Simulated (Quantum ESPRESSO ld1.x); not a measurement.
The mean radii <r> (bohr) of the occupied orbitals of an atom or ion are listed with their occupations. All-electron calculation, scalar-relativistic Kohn-Sham, LDA (Slater exchange, Perdew-Zunger correlation), spin-polarised, spherical densities, point nucleus. Program: ld1.x of Quantum ESPRESSO 7.5.

| orbital | occ. | <r> |
|---|---|---|
| 1s up | 1 | 0.08115 |
| 1s down | 1 | 0.08111 |
| 2s up | 1 | 0.3750 |
| 2s down | 1 | 0.3761 |
| 2p up | 3 | 0.3333 |
| 2p down | 2 | 0.3347 |

Name the element and its charge. Open shells, if any, are filled with parallel spins first.

Answer. Z = 19, potassium, charge +10: K10+ in [He] 2s2 2p5. The 1s radius gives Z: for a bare nucleus <r> = (2 gamma + 1)/(2Z) with gamma = sqrt(1 - (Z/c)^2), 0.07844 bohr for Z = 19, and screening makes it slightly larger (0.08115 here). The occupations add up to 9, and the charge is Z minus that.
